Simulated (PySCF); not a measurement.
This PySCF input asks for the NMR shieldings of `O=CN[Si@@H]1N[SiH2]C[SiH2]1`, C$_{2}$H$_{10}$N$_{2}$OSi$_{3}$; the geometry comes from GFN2-xTB.

```python
import basis_set_exchange as bse
import numpy as np
from pyscf import gto, dft
from pyscf.prop import nmr

atoms = """
O     2.971800   -0.159738    1.317759
C     3.121042   -0.280908    0.120020
N     2.094565   -0.602391   -0.659219
Si    0.612540   -0.794079    0.292536
N    -0.607941   -1.043892   -0.921101
Si   -2.186965   -0.336468   -0.811394
C    -1.884826    1.251129    0.189389
Si   -0.282864    1.100945    1.238941
H     4.095700   -0.132995   -0.374878
H     2.208148   -0.675620   -1.656028
H     0.839830   -2.046108    1.024739
H    -0.496138   -1.798159   -1.577636
H    -3.118000   -1.237951   -0.117416
H    -2.648471   -0.095431   -2.183631
H    -1.792469    2.091595   -0.497086
H    -2.748359    1.474656    0.811429
H    -0.661308    0.931872    2.650033
H     0.474956    2.359862    1.141887
"""
names = dict.fromkeys(["O", "C", "N", "Si", "H"], "pcSseg-1")
basis = {el: gto.basis.parse(bse.get_basis(n, elements=[el], fmt="nwchem")) for el, n in names.items()}
mol = gto.M(atom=atoms, basis=basis, charge=0, verbose=0)
mf = dft.RKS(mol, xc="PBE0")
mf.grids.level = 2
mf.grids.alignment = dft.numint.BLKSIZE   # the property module wants whole blocks of grid points
mf.conv_tol = 1e-9
mf.kernel()

calc = nmr.RKS(mf)   # GIAO
C = mf.mo_coeff
Co = C[:, mf.mo_occ > 0]
resp = mf.gen_response(singlet=True, hermi=2)
def vind(x):   # induced exchange potential for any number of trial vectors
    d = np.einsum("pi,xij,qj->xpq", C, 2 * x.reshape(-1, C.shape[1], Co.shape[1]), Co, optimize=True)
    return np.einsum("xpq,pi,qj->xij", resp(d - d.transpose(0, 2, 1)), C, Co, optimize=True).ravel()
mo1, _ = nmr.rhf.solve_mo1(calc, with_cphf=vind)
sigma = calc.kernel(mo1)
for i, s in enumerate(sigma):   # ppm
    print("%2d %-2s %9.2f" % (i, mol.atom_pure_symbol(i), np.trace(s) / 3))
```

Question: What does it print?

Answer: 
```
 0 O     -98.09
 1 C      17.64
 2 N     124.57
 3 Si    377.61
 4 N     235.50
 5 Si    373.94
 6 C     201.89
 7 Si    424.73
 8 H      23.42
 9 H      27.10
10 H      26.09
11 H      31.53
12 H      26.72
13 H      26.53
14 H      31.52
15 H      31.68
16 H      27.52
17 H      27.59
```

These numbers come from an equivalent density-fitted implementation of the same equations, which agrees with the script to about 0.01 ppm for H and up to a few tenths of a ppm for heavy atoms, so last digits may differ.

Question: Turn these shieldings into chemical shifts. Chemical shifts δ = σref − σ; ¹⁷O (336.08 ppm) against H2O; TMS for ¹³C (186.93 ppm) and ²⁹Si (349.16 ppm) and ¹H (31.72 ppm); ¹⁵N (267.73 ppm) vs NH3, all at this level.

Answer: Averaging equivalent atoms: O 0: 434.2; C 1: 169.3; C 6: -15.0; N 2: 143.2; N 4: 32.2; Si 5: -24.8; Si 3: -28.4; Si 7: -75.6; H 8: 8.30; H 10: 5.63; H 13: 5.18; H 12: 5.00; H 9: 4.62; H 16: 4.20; H 17: 4.13; H 14: 0.20; H 11: 0.18; H 15: 0.04 ppm. Unscaled 17O shifts of doubly bonded oxygen tend to come out too high, by tens of ppm or more. Experimental scales use liquid or dissolved standards, which lie at an offset from isolated NH3 (liquid NH3: subtract about 20 ppm) and H2O (liquid H2O: subtract about 36 ppm).

Size and cost of the density-fitted run: 207 basis functions, 89 s wall time on 1 thread of an Arm Neoverse N1, shared host; peak memory 0.9 GiB.
